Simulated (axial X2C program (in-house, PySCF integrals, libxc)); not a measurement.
MnSi: from the spin-free to the two-component result

Computed with an in-house relativistic program for diatomic molecules. Spin-free means the one-electron spin-free X2C Hamiltonian; two-component (2c) means X2C with spin–orbit coupling and atomic mean-field two-electron Coulomb and Gaunt terms, so the difference of the two also holds small scalar two-electron terms. Basis: Mn dyall-cv3z [9s10p6d3f2g], Si dyall-v3z [8s7p2d1f] (cores contracted in-house); Gaussian nuclei, density fitting, unrestricted open shells. Masses: Mn 54.938 u, Si 27.977 u.

Spin-free state: M_S = 7/2, Λ = 0 (beyond evenly filled blocks: σα, 2 × π+α, 2 × π-α, δ+α, δ-α); fragments Mn + Si.

```tsv
level	Re (Å)	ωe (cm⁻¹)	De (eV)	μ (D)
PBE0	2.494	294.3	1.288	-3.80
HF	2.646	252.1	0.584	-4.30
CCSD	2.553	263.5	0.647	n/a
CCSD(T)	2.550	263.9	0.747	n/a
M06	2.544	264.0	0.878	-2.63
```

Correlated methods: 11 electrons correlated (number of frozen shells: Mn 3 s, 2 p; Si 2 s, 1 p), 233 virtual spin orbitals or spinors in MP2, 90 natural virtuals in coupled cluster.

Dipoles are positive if Si is the positive end.

Two-component determinant lowest at the distance of the search:

Ω = 3/2 (⟨Sz⟩ = 1.50, ⟨Lz⟩ = 0.00 at HF); fragments Mn + Si.

```csv
level,Re (Å),ωe (cm⁻¹),De (eV),μ (D)
PBE0,2.333,326.1,1.970,-3.19
HF,2.606,262.3,1.014,-3.70
CCSD,2.457,282.0,1.107,n/a
CCSD(T),2.441,284.1,1.185,n/a
M06,2.308,340.8,1.684,-2.17
```

Problem. From the two tables, how do the constants change at the CCSD(T) level (2c against spin-free)?

Solution. At the CCSD(T) level Re goes down by 0.109 Å and ωe increases by 20.2 cm⁻¹; De is not compared, since the atomic limits differ or miss part of their spin–orbit lowering. The two determinants differ in configuration, so these shifts compare two states and are not the spin–orbit effect on one state.

One determinant describes the state; a PBE0 search over occupations chose it and may have missed a lower one. Dissociation energies refer to the lowest single-determinant-based atoms at the same level and basis. Density functionals use the spin component along the axis (collinear). CCSD and (T) use frozen natural virtuals with an MP2 correction for the truncation; (T) itself is uncorrected, so its De runs slightly low. The 2c atoms are single determinants rather than J levels; their spin–orbit lowering is only partly caught, and De is too large by that part. This holds for PBE0, CCSD, CCSD(T), M06. PBE0 can misorder states that lie within some tenths of an eV, so this need not be the ground state of the molecule. The nearest other spin-free determinant of the search, M_S = 5/2, Λ = 0, lies 0.26 eV up at the distance of the search. The functionals have no current-density term, which raises determinants with orbital currents, atoms included. With several unpaired electrons one determinant need not be a pure state. This is the top spin component of a Σ state; components of lower Ω are not single determinants and can lie lower. The determinant is spin-polarised beyond a pure state at some levels (its spin-free form has ⟨S²⟩ too high), which makes Re and μ there less reliable. The T1 diagnostic is large, a sign of multireference character.
